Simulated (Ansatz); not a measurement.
Ansatz (an electronic-structure program) input for C4H8Au2S2, SMILES C(CC[S][Au])C[S][Au], multiplicity 1, PBE0/def2-SVPD. Geometry optimised at PBE-D3(BJ)/def2-SVP. The multiplicity is an assumed one; other spin states were not compared. The def2 effective core potentials stand for the cores of Au; spin–orbit coupling is left out. Other conformers were not sampled.

Ansatz 0.2 input:
```yaml
crystal:
  periodic: [false, false, false]
  atoms:
    - {symbol: Au, position_ang: [0.12640508, -5.19067904, -0.00000000]}
    - {symbol: S, position_ang: [-1.05801435, -3.25684398, 0.00000000]}
    - {symbol: C, position_ang: [0.23206308, -1.93958083, 0.00000001]}
    - {symbol: C, position_ang: [-0.49211237, -0.58954419, 0.00000000]}
    - {symbol: C, position_ang: [0.49211237, 0.58954419, -0.00000000]}
    - {symbol: C, position_ang: [-0.23206308, 1.93958083, -0.00000001]}
    - {symbol: S, position_ang: [1.05801435, 3.25684398, -0.00000000]}
    - {symbol: Au, position_ang: [-0.12640508, 5.19067904, 0.00000000]}
    - {symbol: H, position_ang: [0.87233623, -2.03649764, 0.89938803]}
    - {symbol: H, position_ang: [0.87233623, -2.03649765, -0.89938803]}
    - {symbol: H, position_ang: [-1.15475760, -0.52584446, 0.89046101]}
    - {symbol: H, position_ang: [-1.15475760, -0.52584447, -0.89046102]}
    - {symbol: H, position_ang: [1.15475760, 0.52584447, 0.89046102]}
    - {symbol: H, position_ang: [1.15475760, 0.52584446, -0.89046101]}
    - {symbol: H, position_ang: [-0.87233623, 2.03649764, -0.89938803]}
    - {symbol: H, position_ang: [-0.87233623, 2.03649765, 0.89938803]}
basis:
  gaussian:
    orbitals: def2-SVPD
hamiltonian:
  xc: {name: PBE0}
```

It prints:

```
WARN ansatz: RAYON_NUM_THREADS=2 ignored (pool sized by the plan → 2); use --threads N
Functional definition: PBE0
integrals: 0.37 GiB planned
2486 factors; their error is unknown
mean field: 2.91 GiB planned
mean field evaluation 1: about -33306.0449 eV, gradient 5.7e1 eV
mean field evaluation 2: about -33287.7175 eV, gradient 9.8e1 eV
mean field evaluation 4: about -33314.1336 eV, gradient 7.8e0 eV
mean field evaluation 8: about -33314.2867 eV, gradient 1.4e-1 eV
mean field evaluation 16: about -33314.5817 eV, gradient 4.9e-4 eV
mean field -33314.58169166 eV, -1224.2882957340 hartree, gradient 1.7e-5 eV, S^2 0.000000; 0 other end points of the search recorded, 0 dependent functions left out
reference -33314.58174740 eV, -1224.2882977823 hartree; 51, 51 occupied and 217, 217 virtual orbitals, 2486 factors
Total energy: -33314.58174740 eV, -1224.2882977823 hartree
```

The run converged.

Cost: very roughly 18 core-seconds.
